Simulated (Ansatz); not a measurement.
Process, species as SMILES: ClBr (Cl-Br) → Br atom + Cl atom
B3LYP-D3(BJ)/def2-TZVP geometries, fixed; electronic energies without zero-point terms.
Largest species:
```xyz
2

Cl     0.0000     0.0000    -1.4574
Br     0.0000     0.0000     0.7079
```

The atomisation energy at MP2 with Ansatz (a program for electronic structure), in kcal/mol, split into its Hartree-Fock and correlation parts. Cores are frozen (with 3d on Ga to Br). Open shells are unrestricted. No added dispersion term, no relativity. Functions are those of the species that has most.

```json
[
 {"basis": "cc-pV(D+d)Z", "X": "2", "functions": "50", "Hartree-Fock": "12.79", "MP2": "42.89"},
 {"basis": "cc-pV(T+d)Z", "X": "3", "functions": "82", "Hartree-Fock": "17.04", "MP2": "53.78"},
 {"basis": "cc-pV(Q+d)Z", "X": "4", "functions": "132", "Hartree-Fock": "17.39", "MP2": "57.33"},
 {"basis": "cc-pV(5+d)Z", "X": "5", "functions": "204", "Hartree-Fock": "17.51", "MP2": "58.73"}
]
```

Worked estimate of the basis-set limit from each neighbouring pair, with Hartree-Fock from the larger set and the correlation part extrapolated as X^-3.
Correlation parts: X = 2: 30.10, X = 3: 36.74, X = 4: 39.94, X = 5: 41.22.
- (2,3): (27·(36.74) - 8·(30.10))/19 = 39.54; with Hartree-Fock 17.04 the estimate is 56.58 kcal/mol.
- (3,4): (64·(39.94) - 27·(36.74))/37 = 42.28; with Hartree-Fock 17.39 the estimate is 59.67 kcal/mol.
- (4,5): (125·(41.22) - 64·(39.94))/61 = 42.56; with Hartree-Fock 17.51 the estimate is 60.07 kcal/mol.
The last two estimates differ by 0.41 kcal/mol; the largest set lies 1.34 from the last. Over the last step Hartree-Fock moves by 0.12 and the correlation part by 1.28.
